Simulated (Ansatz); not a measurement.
The cluster Si₂F₃⁻, relaxed as a singlet with RKS PBE-D4/def2-SVPD in Ansatz, starting from packed atoms. Force threshold 0.02 eV/Å.

The highest occupied level of the charge -1 singlet lies above zero (up to 0.58 eV). The electron is either unbound and held by the finite basis, or the level is raised by self-interaction error. The structure comes from a short search, and lower isomers may exist.

Start:

```xyz
5

Si    0.489   -1.546    0.343
Si    0.233    0.823   -0.132
F    -0.488   -2.976    0.006
F     1.144    2.203   -0.499
F    -1.378    1.496    0.283
```

**Question.** Estimate the energy that the relaxation releases and the steps that it takes.

**Answer.** 26.5 kcal/mol, in 13 steps; 6 s on 4 threads of Intel Xeon Platinum 8488C on a shared host. No frequencies were taken in this run, so the end may be a saddle point.

**Question.** Does the start keep its bonding?

**Answer.** By distances, no bond broke or formed. The bond that changes most is Si1–Si2, from 2.43 to 2.26 Å (atoms count from 1). The end is the same structure that another start reached.

**Question.** Predict the relaxed structure.

**Answer.** 
Cartesian coordinates in Å:
```
Si 0.8615 -1.5166 -0.0022
Si 0.0599 0.5968 -0.0472
F -0.6110 -2.4282 0.2373
F 1.1105 1.9165 -0.2646
F -1.4209 1.4315 0.0767
```
Bond lengths: 3 × F–Si 1.70 to 1.75 Å; 1 × Si–Si 2.26 Å.
